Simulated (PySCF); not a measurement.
Computed with TPSSh-D3(BJ)/def2-TZVP // BP86-D3(BJ)/def2-SVP run with PySCF. Isolated molecules, 0 K electronic values unless said otherwise. One relaxed conformer stands for a flexible species; it need not be the lowest. 

Reference species: [W(F)4(NH2)2] (neutral, multiplicity 1).

| Item | Value |
|---|---|
| mean distance from the central atom to its bonded neighbours | 1.920 Å |
| HOMO–LUMO gap | 4.28 eV |
| LUMO | -3.54 eV |
| coordination number | 6 |

Changed species: [W(F)2(NH2)4] (4 of 6 F replaced by NH2; the reference has 2 of 6 F replaced by NH2).

Q: Predict the effect on the mean distance from the central atom to its bonded neighbours, HOMO–LUMO gap, LUMO and coordination number.

A: the mean distance from the central atom to its bonded neighbours goes up by 0.050 Å, to 1.970 Å; the HOMO–LUMO gap drops by 0.42 eV, to 3.86 eV; the LUMO goes up by 1.06 eV, to -2.48 eV; the coordination number is nearly the same.
